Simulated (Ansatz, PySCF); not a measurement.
System: InI₂ (charge +1, singlet). 
Geometry from a B3LYP-D3(BJ)/def2-TZVP (Ansatz, a quantum-chemistry and plane-wave program) optimisation:
```
In
I 1 2.5675
I 1 2.5675 2 180.00
```
Charge +1, spin multiplicity 1.

Total electronic energies in hartree. Correlated levels leave the core frozen unless marked. No spin-orbit coupling. Frozen are the shells of the preceding noble gas and the d and f shells that filled before the atom's block. In def2 rows, elements after Kr have scalar-relativistic effective core potentials. STO-3G rows are all-electron and non-relativistic. CBS marks a two-point X^-3 extrapolation of the correlation energy; Hartree-Fock from the larger set. [CCSD(T)-MP2]/basis is that difference in the basis named.

```json
[
 {"level": "HF/def2-TZVPD", "program": "PySCF", "energy (Eh)": "-782.39467"},
 {"level": "HF/def2-TZVPP", "program": "Ansatz", "energy (Eh)": "-782.39452"},
 {"level": "HF/def2-QZVPP", "program": "Ansatz", "energy (Eh)": "-782.39805"},
 {"level": "PBE/def2-TZVPD", "program": "Ansatz", "energy (Eh)": "-785.36343"},
 {"level": "PBE-D3(BJ)/def2-TZVPD", "program": "Ansatz + dftd3", "energy (Eh)": "-785.36685"},
 {"level": "revPBE/def2-TZVPD", "program": "Ansatz", "energy (Eh)": "-785.51885"},
 {"level": "r2SCAN/def2-TZVPD", "program": "Ansatz", "energy (Eh)": "-785.68459"},
 {"level": "B97M-V/def2-TZVPD", "program": "Ansatz", "energy (Eh)": "-785.35209"},
 {"level": "B3LYP-D3(BJ)/def2-TZVPD", "program": "Ansatz + dftd3", "energy (Eh)": "-785.64452"},
 {"level": "B3LYP-D4/def2-TZVPD", "program": "Ansatz + dftd4", "energy (Eh)": "-785.64298"},
 {"level": "B3LYP/def2-TZVPD", "program": "PySCF", "energy (Eh)": "-785.63657"},
 {"level": "TPSSh-D4/def2-TZVPD", "program": "PySCF + dftd4", "energy (Eh)": "-785.13723"},
 {"level": "r2SCAN0-D4/def2-TZVPD", "program": "Ansatz + dftd4", "energy (Eh)": "-785.60011"},
 {"level": "r2SCAN0/def2-TZVPD", "program": "Ansatz", "energy (Eh)": "-785.59907"},
 {"level": "wB97X-V/def2-TZVPD", "program": "Ansatz", "energy (Eh)": "-785.33012"},
 {"level": "B2PLYP/def2-TZVPD", "program": "Ansatz", "energy (Eh)": "-784.55269"},
 {"level": "SCS-MP2/def2-TZVPP", "program": "Ansatz", "energy (Eh)": "-782.69738"},
 {"level": "CCSD/STO-3G", "program": "Ansatz", "energy (Eh)": "-19384.28823"},
 {"level": "CCSD/def2-TZVPP", "program": "Ansatz", "energy (Eh)": "-782.73113"},
 {"level": "CCSD(T)/def2-SVPD", "program": "Ansatz", "energy (Eh)": "-782.63438"},
 {"level": "RI-MP2/CBS(def2-TZVPP,def2-QZVPP)+[CCSD(T)-MP2]/def2-SVP", "program": "Ansatz", "energy (Eh)": "-782.8058"},
 {"level": "RI-MP2/CBS(def2-TZVPPD,def2-QZVPPD)+[CCSD(T)-MP2]/def2-TZVPPD", "program": "Ansatz", "energy (Eh)": "-782.8206"},
 {"level": "CCSD(T)/CBS(def2-TZVPP,def2-QZVPP)", "program": "Ansatz", "energy (Eh)": "-782.8235"}
]
```

Totals of different functionals don't rank their quality; only differences between species are comparable.
